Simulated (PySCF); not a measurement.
Sn(Cl)2(Me)(OMe) (C₂H₆Cl₂OSn), SMILES [Sn]([Cl])([Cl])([O]C)[CH3].

Coordinates come from a B3LYP-D3(BJ)/def2-SVP optimisation. The def2 effective core potentials stand for the cores of Sn; spin–orbit coupling is left out. Other conformers were not sampled.

These are PySCF with HF/def2-TZVP values and carry that method's errors.

Symmetry labels are those of the subgroup Cs that the program uses (full group Cs).

Task: List the valence orbital energies around the gap with their symmetry. (An estimate is asked for; the answer gives what the named calculation found.)

Result: 
```tsv
orbital	symmetry	energy (eV)
HOMO−7	A"	-13.75
HOMO−6	A'	-13.40
HOMO−5	A'	-13.01
HOMO−4	A"	-12.61
HOMO−3	A"	-12.37
HOMO−2	A'	-12.24
HOMO−1	A"	-12.13
HOMO	A'	-11.98
LUMO	A'	1.84
LUMO+1	A'	3.11
LUMO+2	A"	3.20
LUMO+3	A'	3.21
```
